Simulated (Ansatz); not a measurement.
`F[SiH2]O[SiH2][SiH3]` + `O[SiH2]O` → `O[SiH2]O[SiH2][SiH3]` + `O[SiH2]F`  (ligand exchange at the Si–O bond)

Gas-phase electronic energies from Ansatz, PBE0-D4/def2-TZVP geometries. CCSD(T)/CBS adds triple-zeta CCSD(T) − MP2 to the extrapolated MP2 energy (def2 sets, frozen cores). DFT in def2-TZVPP. Each species was taken in one conformer, which may not be the lowest.

```json
{"level": "r2SCAN-D4", "ΔE (kJ/mol)": "-0.6"}
{"level": "r2SCAN", "ΔE (kJ/mol)": "-0.3"}
{"level": "MP2/def2-TZVPP", "ΔE (kJ/mol)": "-0.5"}
{"level": "CCSD(T)/def2-TZVPP", "ΔE (kJ/mol)": "-0.4"}
{"level": "HF/def2-QZVPP", "ΔE (kJ/mol)": "1.2"}
{"level": "MP2/def2-QZVPP", "ΔE (kJ/mol)": "-0.3"}
{"level": "SCS-MP2/def2-QZVPP", "ΔE (kJ/mol)": "0.1"}
{"level": "MP2/CBS(def2)", "ΔE (kJ/mol)": "-0.2"}
```

Q: What does CCSD(T)/CBS give? (Estimate.)

A: Computed: -0.1 kJ/mol. The listed levels differ from it by -0.5, -0.2, -0.4, -0.3, 1.3, -0.2, 0.2, -0.1 kJ/mol.

Largest T1 diagnostic among the species: 0.012.
